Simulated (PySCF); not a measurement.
C₂H₄N₂OSi, SMILES O[SiH]1N=CC=N1. Atoms are numbered in the order given.

```xyz
10

O      2.0705     0.5055     0.0000
Si     0.7030    -0.4136     0.0000
N     -0.4341    -0.0715     1.3479
C     -1.5415     0.1904     0.7664
C     -1.5415     0.1904    -0.7664
N     -0.4341    -0.0715    -1.3479
H      1.9752     1.4652     0.0000
H      1.1357    -1.8265     0.0000
H     -2.4702     0.4119     1.3260
H     -2.4702     0.4119    -1.3260
```
Charge 0, spin multiplicity 1.

The structure is a stationary point at r2SCAN-D4/def2-SVP. This is a generated structure with no PubChem entry under its InChIKey; it may be hypothetical. The values are those of a single conformer.

Calculation: TDDFT-PBE/def2-SVPD run with PySCF 2.14.0.

Vertical excitations.  State labels are in the subgroup Cs.

```
state  symmetry  energy (eV)  λ (nm)      f                                              main pairs
-----  --------  -----------  ------  -----  ------------------------------------------------------
S1           A'         3.01     412  0.000                                         HOMO→LUMO 100 %
S2           A"         3.06     405  0.000                                       HOMO−1→LUMO 100 %
S3           A"         4.62     268  0.000                      HOMO−2→LUMO 56 %, HOMO−3→LUMO 43 %
S4           A"         5.39     230  0.029                      HOMO−3→LUMO 55 %, HOMO−2→LUMO 40 %
S5           A'         5.47     227  0.007                                        HOMO−4→LUMO 95 %
S6           A"         5.90     210  0.001                                        HOMO→LUMO+1 94 %
S7           A'         5.96     208  0.032  HOMO→LUMO+2 47 %, HOMO−5→LUMO 32 %, HOMO−1→LUMO+1 17 %
S8           A'         6.00     207  0.049                      HOMO−5→LUMO 55 %, HOMO→LUMO+2 33 %
S9           A'         6.05     205  0.003                    HOMO−1→LUMO+1 79 %, HOMO→LUMO+2 20 %
S10          A"         6.10     203  0.007                                      HOMO−1→LUMO+2 94 %
T1           A'         2.50     495      0                                         HOMO→LUMO 100 %
T2           A"         2.60     476      0                                       HOMO−1→LUMO 100 %
T3           A"         3.61     344      0                                        HOMO−2→LUMO 91 %
T4           A"         4.63     268      0                                        HOMO−3→LUMO 92 %
```
Triplets are in the Tamm–Dancoff approximation, which puts them higher than full response would, so one can lie above its singlet here.
